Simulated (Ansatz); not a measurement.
Bond stretch in HBr, singlet.

Methods: RKS-PBE = restricted PBE/cc-pVDZ (Ansatz, a quantum-chemistry and plane-wave program); UKS-PBE = unrestricted PBE/cc-pVDZ (Ansatz); UKS-B3LYP = unrestricted B3LYP/cc-pVDZ in Ansatz; FCI = full CI/cc-pVDZ, cores with 3d frozen run with Ansatz.

Energies relative to the lowest point of each curve near equilibrium, in kcal/mol; the last columns give the error against full CI:

```csv
R / Å,RKS-PBE,UKS-PBE,UKS-B3LYP,FCI,RKS-PBE − FCI,UKS-PBE − FCI,UKS-B3LYP − FCI
1.14,43.5,43.5,42.3,42.0,1.5,1.5,0.4
1.22,20.0,20.0,19.2,18.7,1.3,1.3,0.5
1.28,9.4,9.4,8.8,8.4,1.0,1.0,0.4
1.34,3.2,3.2,2.9,2.6,0.6,0.6,0.3
1.38,1.0,1.0,0.8,0.7,0.3,0.3,0.2
1.42,0.0,0.0,0.0,0.0,0.0,0.0,0.0
1.46,0.0,0.0,0.1,0.3,-0.3,-0.3,-0.2
1.49,0.5,0.5,0.8,1.1,-0.6,-0.6,-0.3
1.57,3.7,3.7,4.3,4.9,-1.2,-1.2,-0.6
1.65,8.7,8.7,9.6,10.5,-1.7,-1.7,-0.9
1.77,18.1,18.1,19.4,20.5,-2.4,-2.4,-1.1
1.94,32.9,32.9,34.9,35.5,-2.5,-2.5,-0.6
2.14,49.9,49.9,52.6,51.3,-1.4,-1.4,1.3
2.39,68.5,68.4,70.0,66.3,2.1,2.1,3.7
2.53,77.2,75.4,76.1,72.3,5.0,3.1,3.8
2.81,91.5,83.2,83.2,79.9,11.6,3.3,3.3
3.16,104.1,87.8,87.4,84.3,19.8,3.5,3.2
3.50,112.1,89.8,89.2,85.8,26.3,4.0,3.4
3.85,117.5,90.9,90.0,86.4,31.1,4.5,3.6
4.25,121.2,91.5,90.3,86.6,34.6,4.8,3.7
4.95,124.3,91.8,90.5,86.7,37.6,5.0,3.7
5.69,125.4,91.8,90.5,86.7,38.7,5.1,3.7
```

RKS-PBE is furthest from FCI at 5.69 (38.7 kcal/mol, above); its mean absolute error over the points is 10.1 kcal/mol.

UKS-PBE is furthest from FCI at 5.69 (5.1 kcal/mol, above); its mean absolute error over the points is 2.3 kcal/mol.

UKS-B3LYP is furthest from FCI at 2.53 (3.8 kcal/mol, above); its mean absolute error over the points is 1.8 kcal/mol.

The restricted form behind RKS-PBE keeps the bonding electrons paired and can't separate into open-shell fragments. The unrestricted determinant behind UKS-PBE, UKS-B3LYP is spin-contaminated at 2.39 to 5.69 Å (<S²> up to 1.0, against 0.00 for a pure singlet).
